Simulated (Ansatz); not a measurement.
Consider the isomerisation: `O=COC[SiH2]Cl` → `O=CC[SiH](O)Cl`.

Program: Ansatz. Geometries: PBE0-D4/def2-TZVP. ΔE: electronic, gas phase. CCSD(T)/CBS adds triple-zeta CCSD(T) − MP2 to the extrapolated MP2 energy (def2 sets, frozen cores). Functionals use def2-TZVPP. One conformer a species, not always the lowest.

CCSD(T)/CBS gives -1.75 eV.

Q: Another level gave -1.73 eV. Which?
A. SCS-MP2/def2-TZVPP
B. B2PLYP/def2-TZVPP
C. PBE0-D4/def2-TZVPP
D. PBE/def2-TZVPP

A: A. SCS-MP2/def2-TZVPP -1.73, PBE0-D4 -1.61, PBE -1.51, B2PLYP -1.67 eV.

Largest T1 diagnostic among the species: 0.014.

From PBE to PBE0 (25 % exact exchange), in def2-TZVPP and without D4, ΔE moves by −0.10 eV.
